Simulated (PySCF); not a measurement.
# State search for CaBe

Unrestricted PBE0; Ca 3-21G, Be 3-21G; no relativity (PySCF 2.14). Outer shells of the fragments: Ca 4s2; Be 2s2.

Followed along the bond (rough minima from three points):

```
2Ms+1  unpaired  ⟨S²⟩ at the start  R at minimum (Å)  Te (eV)
    1      none               0.00              3.61     0.00
    3      σ ↑↑               2.00              3.14     0.96
    3  σ ↑, π ↑               2.03              2.90     0.99
    1  σ ↑, π ↓               1.02              2.88     1.23
```

Solutions found at the starting distance of 2.550 Å, counted from the lowest of them; the search is not exhaustive and high or unbound solutions are not listed, so other states can lie among these:

| 2Ms+1 | unpaired | term | E (eV) | ⟨S²⟩ | ⟨Lz²⟩ | μ (D) |
| --- | --- | --- | --- | --- | --- | --- |
| 1 | none | ¹Σ⁺ | 0.00 | 0.00 | 0.00 | 0.08 |
| 3 | σ ↑, π ↑ | ³Π | 0.29 | 2.03 | 1.00 | -2.10 |
| 1 | σ ↑, π ↓ | mixed | 0.52 | 1.02 | 1.00 | -1.97 |
| 3 | σ ↑↑ | ³Σ⁺ | 0.66 | 2.00 | 0.00 | -1.71 |
| 3 | π ↑↑ | ³Σ⁻ | 1.65 | 2.02 | 0.00 | -5.09 |
| 1 | π ↑↓ | mixed | 1.81 | 1.00 | 2.00 | -4.87 |

A term symbol is given only where ⟨S²⟩ and ⟨Lz²⟩ are close to those of a pure state; real π, δ and φ orbitals otherwise mix terms. A positive dipole means Ca(−)Be(+).

Q: Compare the gap between the two lowest followed solutions at the starting distance with the gap between their minima.

A: At PBE0 the second solution (triplet, unpaired electrons σ ↑↑) lies +0.66 eV from the first (singlet, closed shell) at 2.550 Å and +0.96 eV at the minima; the two curves relax by different amounts, since their minima lie near 3.14 and 3.61 Å.

Counting both spins, an empty level lies below a filled one in some of these solutions, because spin and occupation are held. 3-21G is very small, so such numbers show the basis as much as the molecule.
